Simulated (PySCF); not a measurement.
C₂H₅Se, SMILES CC[Se] (connectivity only; charge and spin as stated), charge -1, multiplicity 1. Atoms are numbered in the order given.

```xyz
8

C     -0.3963     2.1078     0.0000
C      0.6778     1.0208     0.0000
Se    -0.0674    -0.8293     0.0000
H     -1.0486     2.0053    -0.8906
H      0.0438     3.1350     0.0000
H     -1.0486     2.0053     0.8906
H      1.3280     1.1398    -0.8920
H      1.3280     1.1398     0.8920
```
Charge -1, spin multiplicity 1.

Geometry: PBE-D3(BJ)/def2-SVPD. The multiplicity is an assumed one; other spin states were not compared. The isomer is the one that the SMILES or the coordinates give; other isomers of the formula were not compared.

Level of theory: PBE-D3(BJ)/def2-SVPD run with PySCF 2.14.0.

Frequencies are harmonic and unscaled.

| mode | ν (cm⁻¹) | IR (km/mol) | moving atoms (share of kinetic energy) |
|---|---|---|---|
| 1 | 246 | 0.0 | H 93 % |
| 2 | 273 | 1.4 | C 57 %, H 27 %, Se 17 % |
| 3 | 543 | 2.9 | C 66 %, H 20 %, Se 14 % |
| 4 | 711 | 8.2 | H 87 %, C 12 % |
| 5 | 926 | 4.8 | H 88 %, C 12 % |
| 6 | 932 | 5.8 | H 74 %, C 26 % |
| 7 | 1023 | 3.5 | C 72 %, H 28 % |
| 8 | 1160 | 55.6 | H 74 %, C 25 % |
| 9 | 1197 | 0.1 | H 76 %, C 24 % |
| 10 | 1302 | 4.5 | H 78 %, C 22 % |
| 11 | 1388 | 9.4 | H 97 % |
| 12 | 1392 | 1.0 | H 92 %, C 8 % |
| 13 | 1410 | 0.6 | H 96 % |
| 14 | 2874 | 235.7 | H 95 % |
| 15 | 2938 | 98.3 | H 95 % |
| 16 | 2978 | 5.4 | H 90 %, C 10 % |
| 17 | 2990 | 45.2 | H 93 % |
| 18 | 3032 | 37.5 | H 91 %, C 9 % |
